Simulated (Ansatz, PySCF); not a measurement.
SiHCl, SMILES [SiH]Cl (connectivity only; charge and spin as stated), neutral, multiplicity 1. Atoms are numbered in the order given.

```xyz
3

Si     0.1050     1.0985     0.0000
H     -1.4097     1.3083     0.0000
Cl    -0.0107    -0.9754     0.0000
```
Charge 0, spin multiplicity 1.

Geometry: PBE0-D3(BJ)/def2-TZVP. The isomer is the one that the SMILES or the coordinates give; other isomers of the formula were not compared.

Two levels are set side by side: PBE-D3(BJ)/def2-TZVP (Ansatz, a first-principles code) and PBE0-D3(BJ)/def2-TZVP (Ansatz). Each level has its own optimised geometry; the coordinates shown are those of the second. Frequencies come from the Hessian of PySCF at each geometry. Differences are taken from unrounded values.

```tsv
quantity	PBE0-D3(BJ)
mean bond length (Å)	1.803
bond Si1–Cl3 (Å)	2.077
bond Si1–H2 (Å)	1.529
highest harmonic wavenumber (cm⁻¹)	2018
mean harmonic wavenumber (cm⁻¹)	1118
zero-point energy (kcal/mol)	4.80
```

### Question
What does PBE-D3(BJ) give, and how far is it from PBE0-D3(BJ)? (An estimate is asked for; the answer gives what the named calculation found.)

### Answer

| quantity | PBE-D3(BJ) | PBE-D3(BJ) minus PBE0-D3(BJ) |
|---|---|---|
| mean bond length (Å) | 1.820 | 0.017 |
| bond Si1–Cl3 (Å) | 2.096 | 0.018 |
| bond Si1–H2 (Å) | 1.544 | 0.015 |
| highest harmonic wavenumber (cm⁻¹) | 1935 | -82 |
| mean harmonic wavenumber (cm⁻¹) | 1072 | -46 |
| zero-point energy (kcal/mol) | 4.60 | -0.20 |

Exact exchange shortens and stiffens bonds; PBE has none. Differences between two approximate levels are no errors against the true value.
